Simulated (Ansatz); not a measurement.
The pair A = H4O2Si (SMILES O[SiH2]O) (first 7 atoms), B = NH3 (SMILES N); geometry from B3LYP-D3(BJ)/def2-TZVP.
(charge 0, multiplicity 1):
```xyz
11

O     -0.04743     1.04060     1.31714
Si    -0.63689     0.35663    -0.03989
O      0.39431     0.50732    -1.31815
H      0.11140     0.46930     2.10348
H     -1.86126     1.04051    -0.49612
H     -0.91253    -1.08148     0.23563
H      1.31176     0.25787    -1.18256
N      0.32519    -0.61128     3.56927
H     -0.00626    -1.54984     3.37537
H      1.28532    -0.68192     3.88686
H     -0.22638    -0.24281     4.33618
```

Correlated levels freeze the cores. MP2 and its Hartree–Fock in aug-cc-pV(T+d)Z are density fitted.

Codes used: Ansatz (a program for electronic structure). Values without a source in brackets are computed.

The counterpoise-corrected interaction energy is E(AB) − E(A in the pair's basis) − E(B in the pair's basis). Total energies (hartree):

```
level                              AB  A in the pair's basis  B in the pair's basis
-----------------------  ------------  ---------------------  ---------------------
HF/aug-cc-pV(D+d)Z       -497.3242839           -441.1084500            -56.2059046
MP2/aug-cc-pV(D+d)Z      -498.0430057           -441.6229951            -56.4063636
HF/aug-cc-pV(T+d)Z       -497.4005134           -441.1701988            -56.2202826
MP2/aug-cc-pV(T+d)Z      -498.2727537           -441.7971207            -56.4609448
CCSD(T)/aug-cc-pV(D+d)Z  -498.1017964           -441.6616150            -56.4268753
```

Question: Work out the counterpoise-corrected interaction energy at the basis-set limit: extrapolate the MP2 correlation part as X⁻³, take Hartree–Fock from the larger set, and add the CCSD(T) − MP2 difference of aug-cc-pV(D+d)Z.

Answer: 
1. Differences (1 hartree = 627.509 kcal/mol): HF/aug-cc-pV(D+d)Z -6.231; MP2/aug-cc-pV(D+d)Z -8.564; HF/aug-cc-pV(T+d)Z -6.295; MP2/aug-cc-pV(T+d)Z -9.217; CCSD(T)/aug-cc-pV(D+d)Z -8.350.
2. Correlation parts, MP2 less HF: -2.333 in aug-cc-pV(D+d)Z (X = 2), -2.922 in aug-cc-pV(T+d)Z (X = 3).
3. Limit (3³·(-2.922) − 2³·(-2.333))/(3³ − 2³) = -3.170; with HF/aug-cc-pV(T+d)Z it gives -9.465.
4. CCSD(T) less MP2 in aug-cc-pV(D+d)Z: 0.214.
Result: -9.25 kcal/mol, against -8.56 at MP2/aug-cc-pV(D+d)Z. It is an estimate of this method's limit, not of the exact value.
